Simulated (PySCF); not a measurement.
Structure problem from calculated spectra and properties.

Formula: C6H2F4.

* Rotational structure: rotational constants A, B, C: 2.100, 1.198, 0.763 GHz [PBE0-D3(BJ)/def2-SVP]
* Triplet: lowest triplet excitation (Tamm–Dancoff): 4.05 eV [TDA CAM-B3LYP/def2-SVPD]
* UV, strongest line: among the 10 lowest singlet transitions: S5 at 7.11 eV (174 nm, f = 0.590) [TDDFT CAM-B3LYP/def2-SVPD]
* UV, first state: lowest singlet excitation: 5.39 eV (230 nm, f = 0.011) [TDDFT CAM-B3LYP/def2-SVPD]
* 1H NMR: chemical shifts (computed TMS as zero) by class: 6.70 (2 H) ppm [GIAO PBE/pcSseg-1]
* Polarisability: 69.0 au [CAM-B3LYP/def2-SVPD]
* Couplings: largest of the computed one-bond spin–spin couplings (means over like bonds): 19F–13C -320.0 (×2), 19F–13C -315.3 (×2), 13C–1H +175.6 (×2) Hz [B3LYP/pcJ-1, spin–dipole term left out for some pairs]
* 13C NMR: chemical shifts (computed TMS as zero) by class: 154.4 (2 C), 148.3 (2 C), 111.4 (2 C) ppm [GIAO PBE/pcSseg-1]

Gas-phase values; electronic properties from PySCF, density fitting. Levels stand in brackets. Geometry: PBE0-D3(BJ)/def2-SVP; no solvent, vibrations or thermal averaging. Each NMR value is the plain mean over a class of atoms that symmetry, rotation or inversion makes alike.

Question: What is the compound? Reason from the data.

Answer: Numbering: `[F:1][c:2]1[cH:3][cH:4][c:5]([F:6])[c:7]([F:8])[c:9]1[F:10]`. Its formula, C6H2F4, gives 4 degrees of unsaturation: 1 ring and 3 π bonds in the structure found (Kekulé form). 6 carbons fall into 3 classes; from least to most shielded: aromatic C–F carbon [C2/C5] (154.4 ppm, 2 C), aromatic C–F carbon [C7/C9] (148.3 ppm, 2 C), aromatic CH carbon [C3/C4] (111.4 ppm, 2 C). All hydrogens form one class (6.70 ppm): aromatic hydrogen. The couplings run between: -320.0 Hz, aryl fluorine [F8] and aromatic C–F carbon [C7] (with 1 like pair); -315.3 Hz, aryl fluorine [F1] and aromatic C–F carbon [C2] (with 1 like pair); +175.6 Hz, aromatic CH carbon [C3] and its hydrogen (with 1 like pair). The optimised geometry has point group C2v and is an asymmetric top. Structure: `Fc1ccc(F)c(F)c1F`. Computed isomers that give other values at the same levels: `Fc1cc(F)c(F)cc1F` (lowest singlet excitation: 5.23 eV (237 nm, f = 0.041)); `Fc1cc(F)c(F)c(F)c1` (rotational constant A: 1.763 GHz; this holds for the one conformer computed). The assignments are read from this structure; whether some other isomer fits the data as well wasn't checked.
